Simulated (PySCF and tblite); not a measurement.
Results of a calculation; reference values are marked as such.
System: C3H10N2Si, numbered as in [SiH3:1][NH:2][CH:3]1[CH2:4][NH:5][CH2:6]1.

For the pyramidal inversion at N5: electronic barrier 5.14 kcal/mol, zero-point change -1.10 kcal/mol, thermal and entropy terms at 298.15 K a further 0.09 kcal/mol (symmetry numbers apart). The minimum is C1, the saddle C1. Geometries: GFN2-xTB; energies: PBE0/pcSseg-1 + D3(BJ); zero-point and thermal terms from GFN2-xTB harmonic modes (soft modes blended into free rotors). Rates follow Eyring's equation with the number of equivalent paths and no tunnelling. Run with tblite and PySCF.

How many equivalent paths lead out of the minimum?

1: the symmetry number of the minimum is 1, that of the saddle displaced along its mode 1.

Work out the rate at 298.15 K.

ΔG‡ = 4.13 kcal/mol; k_B T/h = 6.2×10¹² s⁻¹; exp(−ΔG‡/RT) = 0.00094; times 1 gives k = 5.8×10⁹ s⁻¹.
